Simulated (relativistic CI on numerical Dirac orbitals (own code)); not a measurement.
**Ar16+: q coefficients and field-shift factors**

Computed by Dirac-Coulomb-Breit CI, orbitals from a KLI potential per configuration, derivatives by finite differences, unscaled Slater integrals, QED left out (own radial code, finite nucleus).

CI space: 1s2, 1s 2s, 1s 2p. Levels of other configurations are missing.

With x = (α/α₀)² − 1 an excitation energy changes as ω = ω₀ + qx; K = 2q/ω₀ is the relative enhancement. Terms are leading LS components, so labels can repeat. The field-shift factor is F = δν/δ⟨r²⟩ for the transition from the lowest level.

Lowest level 1s2 1S_0.

```tsv
Level	ω₀ (cm⁻¹)	q (cm⁻¹)	F (GHz/fm²)
1s 2s 3S_1	25033733	80450	-137
1s 2p 3P°_0	25186455	89480	-159
1s 2p 3P°_1	25191674	92890	-159
1s 2s 1S_0	25200071	86340	-138
1s 2p 3P°_2	25213744	117100	-159
1s 2p 1P°_1	25325328	108800	-158
```

At this charge energies of transitions that change n are usually good to better than 1 %, and those within a shell (Δn = 0) to a few per cent.

Q: Which transition from the lowest level has the largest |K|?

A: 1s 2p 3P°_2 at 25213744 cm⁻¹, K = 0.00928.
